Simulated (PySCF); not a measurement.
**Steps of a relaxation of [Ce(OH)3]+**

[Ce(OH)3]+ (singlet). PySCF 2.14.0, RKS PBE0, Ce lcecp-2-SVP with ECP46, O def2-SVP, H def2-SVP; non-relativistic Hamiltonian with scalar-relativistic core potentials where named; density fitting; no spin-orbit coupling. Origin of the start: template. Columns: position (Å) and force (eV/Å). Energies are counted from the last step; some of the 13 steps are shown. Forces carry noise of the integration grid, about 0.01 to 0.03 eV/Å.

Run from Python with OMP_NUM_THREADS=2. Where DIIS fails, smearing, a level shift and second-order steps follow.
It took 40 s on 2 threads of Arm Neoverse V1 (shared host), from the converged density of the start.

```xyz
7
step 0  E = 0.867 eV
Ce    0.0000    0.0000   -0.0055    -0.01    0.00   -0.71
O     2.1186    0.0000   -0.0055    -2.68    0.00    0.48
H     3.0186    0.0000    0.3445     0.13    0.00   -0.24
O    -1.0593    1.8348   -0.0055     1.35   -2.32    0.48
H    -1.5093    2.6142    0.3445    -0.07    0.11   -0.24
O    -1.0593   -1.8348   -0.0055     1.35    2.32    0.48
H    -1.5093   -2.6142    0.3445    -0.07   -0.11   -0.24
```

```xyz
7
step 4  E = 0.072 eV
Ce    0.0000    0.0000   -0.4621     0.00    0.00   -0.25
O     1.9248    0.0000    0.0917     0.22    0.00    0.03
H     2.8439    0.0000    0.3994    -0.21    0.00    0.05
O    -0.9624    1.6669    0.0917    -0.11    0.19    0.03
H    -1.4220    2.4629    0.3994     0.10   -0.18    0.05
O    -0.9624   -1.6669    0.0917    -0.11   -0.19    0.03
H    -1.4220   -2.4629    0.3994     0.10    0.18    0.05
```

```xyz
7
step 8  E = 0.002 eV
Ce    0.0000    0.0000   -0.6842     0.01    0.00   -0.09
O     1.8645    0.0000    0.0340     0.09    0.00    0.04
H     2.6938    0.0000    0.5311    -0.05    0.00   -0.01
O    -0.9322    1.6147    0.0340    -0.05    0.08    0.04
H    -1.3469    2.3329    0.5311     0.03   -0.05   -0.01
O    -0.9323   -1.6147    0.0340    -0.05   -0.08    0.04
H    -1.3469   -2.3329    0.5311     0.03    0.05   -0.01
```

Task: Where does the relaxation end?

Result: It converges at step 12 in C3v:
```xyz
7
step 12  E = 0
Ce    0.0000    0.0000   -0.7210
O     1.8548    0.0000    0.0239
H     2.6626    0.0000    0.5535
O    -0.9274    1.6063    0.0239
H    -1.3313    2.3059    0.5535
O    -0.9274   -1.6063    0.0239
H    -1.3313   -2.3059    0.5535
```

Task: How did the contacts change?

Result: 
| contact | start (Å) | end (Å) |
| --- | --- | --- |
| Ce1–O2 (OH) | 2.119 | 1.999 |
| Ce1–O4 (OH) | 2.119 | 1.999 |
| Ce1–O6 (OH) | 2.119 | 1.999 |
